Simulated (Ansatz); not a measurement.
Consider the redistribution: `CB(O)SCO` + `BB` → `BB(C)O` + `BSCO`.

Gas-phase electronic energies from Ansatz, PBE0-D4/def2-TZVP geometries. CCSD(T)/CBS is the MP2 limit (def2-TZVPP, def2-QZVPP) plus CCSD(T) − MP2 in def2-TZVPP, frozen cores. DFT in def2-TZVPP. Each species was taken in one conformer, which may not be the lowest.

Problem. Is it downhill or uphill in electronic energy at CCSD(T)/CBS, and by how much? (Estimate.)

Solution. The calculation gave: Downhill: ΔE = -8.0 kJ/mol.

Problem. What do these levels give: PBE-D4, PBE0-D4, B2PLYP, PBE, SCS-MP2/def2-QZVPP, HF/CBS(def2)? (An estimate is asked.)

Solution. Computed: PBE-D4 -7.7, PBE0-D4 -6.0, B2PLYP -10.4, PBE -11.0, SCS-MP2/def2-QZVPP -8.7, HF/CBS(def2) -5.8 kJ/mol.

Largest T1 diagnostic among the species: 0.014.

The D4 term adds +5.1 kJ/mol with B3LYP and +3.0 kJ/mol with PBE0; it sums over pairs of atoms, weighted by their polarisabilities, and B3LYP, whose exchange is more repulsive, gets the larger term.

B3LYP here is the variant with VWN-RPA as its local correlation; programs differ in this.
